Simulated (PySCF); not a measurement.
C8H5MnO3, singlet, GFN2-xTB optimised geometry.

```
17

Mn    -0.80    -0.14     0.00
C      1.38    -0.14     0.00
C      0.91     0.08     1.31
C      0.16     1.29     1.31
C      0.17     1.80     0.00
C      0.90     0.91    -0.82
H      2.09    -0.91    -0.30
H      1.21    -0.47     2.19
H     -0.20     1.80     2.19
H     -0.20     2.78    -0.30
H      1.21     1.10    -1.84
O     -2.88     0.92    -1.76
C     -2.09     0.48    -1.07
O     -2.64    -0.96     2.12
C     -1.94    -0.66     1.27
O     -0.71    -2.78    -1.29
C     -0.78    -1.75    -0.78
```

Density from PBE0/def2-SVP (PySCF) at that geometry.

Minimum of the electron density along straight lines between bonded atoms, close to the bond critical point (lines longer than 1.1 times the sum of covalent radii, or with two minima, are not listed):

```tsv
bond	length / Å	ρ at the minimum / e bohr⁻³	∇²ρ there / e bohr⁻⁵	position (fraction from the first atom)
Mn1–C2	2.173	0.068	0.24	0.50
Mn1–C3	2.163	0.067	0.26	0.49
C2–C3	1.413	0.295	-0.69	0.50
Mn1–C4	2.167	0.067	0.25	0.49
C3–C4	1.420	0.292	-0.69	0.50
Mn1–C5	2.171	0.068	0.24	0.49
C4–C5	1.412	0.296	-0.70	0.50
Mn1–C6	2.160	0.066	0.26	0.49
C2–C6	1.416	0.294	-0.69	0.50
C5–C6	1.418	0.293	-0.69	0.50
C2–H7	1.082	0.282	-1.09	0.64
C3–H8	1.082	0.281	-1.08	0.64
C4–H9	1.082	0.281	-1.08	0.64
C5–H10	1.082	0.282	-1.09	0.64
C6–H11	1.082	0.281	-1.07	0.64
Mn1–C13	1.785	0.150	0.53	0.51
O12–C13	1.148	0.463	1.04	0.67
Mn1–C15	1.785	0.150	0.53	0.51
O14–C15	1.148	0.463	1.04	0.67
Mn1–C17	1.785	0.150	0.54	0.51
O16–C17	1.148	0.463	1.03	0.67
```
